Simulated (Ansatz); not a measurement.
Relaxation of Cl$_{3}$H$_{4}$N$_{2}$Ta (10 atoms, charge 0, multiplicity 1), to a largest force component of 0.02 eV/Å in at most 40 steps.

These are results of Ansatz 0.2.0, RKS PBE/def2-SVP, not measurements.

```xyz
10
Properties=species:S:1:pos:R:3:forces:R:3
Ta 0.000 0.000 0.000 1.16 0.02 1.14
N 2.160 0.000 0.000 -2.53 0.13 0.01
H 2.690 -0.512 0.762 -0.40 1.03 -1.11
H 2.690 0.512 -0.762 -0.35 -1.03 1.02
N 0.000 0.000 2.160 -0.06 -0.36 -2.28
H -0.246 -0.884 2.690 0.31 1.46 -0.18
H 0.246 0.884 2.690 -0.37 -1.42 -0.20
Cl 0.000 0.000 -2.470 0.09 0.09 1.34
Cl -1.235 2.139 0.000 1.08 -1.48 0.04
Cl -1.235 -2.139 0.000 1.06 1.56 0.22
```

Question: Where does it end, and by what steps?

Answer: The forces met the threshold. After 15 steps the energy has fallen by 1.385 eV; Cl9 moved furthest, 1.05 Å.

```csv
step,energy less start (eV),largest force component (eV/Å),accepted
0,0.0000,2.526,yes
1,-1.1050,0.664,yes
2,-1.2490,1.065,yes
3,-1.2773,0.673,yes
4,-1.3359,0.265,yes
5,-1.3525,0.206,yes
6,-1.3608,0.108,yes
7,-1.3623,0.362,yes
8,-1.3671,0.223,yes
9,-1.3733,0.053,yes
10,-1.3751,0.034,yes
11,-1.3776,0.225,yes
12,-1.3794,0.157,yes
13,-1.3827,0.096,yes
14,-1.3846,0.030,yes
15,-1.3849,0.020,yes
```

```xyz
10
Properties=species:S:1:pos:R:3
Ta 0.166 0.019 0.047
N 2.111 -0.012 -0.066
H 2.770 -0.040 0.719
H 2.606 0.002 -0.967
N -0.258 -0.029 1.993
H -0.528 -0.885 2.491
H -0.496 0.806 2.540
Cl -0.740 0.096 -2.129
Cl -0.241 2.342 0.287
Cl -0.320 -2.299 0.157
```

The run took 41 s on 4 threads of Arm Neoverse V1 (shared host), peak memory 0.21 GiB.
